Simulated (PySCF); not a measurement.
Gas-phase reaction: 2 B3O3H3 + NH3 + N2 = 3 HBNH + 3 HBO2

Computed with PySCF (xtb for GFN2) and rigid-rotor harmonic-oscillator thermochemistry at 1 bar. † marks an energy on the PBE0/def2-TZVP geometry and frequencies; other levels use their own. All species are closed-shell singlets. B3LYP is the form with VWN-RPA correlation. HBNH: computed as isolated molecules; such fragments, hydroxides, amides, oligomers or adducts are transient or little studied in the gas. The harmonic model lacks anharmonicity and excited electronic states, which grow with temperature; levels with a mode under 35 cm⁻¹ are left out.

```csv
level,"ΔE electronic, kJ","ΔH°(298 K), kJ","ΔS°(298 K), J/K","ΔG°(600 K), kJ"
B3LYP/def2-TZVP†,835,816,400,571
GFN2-xTB,524,512,410,262
PBE/def2-SVP,860,843,399,599
PBE/def2-TZVP†,817,797,400,553
PBE0/def2-QZVP†,890,871,400,626
PBE0/def2-SVP†,932,912,400,668
PBE0/def2-TZVP,904,884,400,640
r2SCAN/def2-TZVP†,896,876,400,632
```
ΔH° is lowest at GFN2-xTB and highest at PBE0/def2-SVP†. No reference value is set beside these.
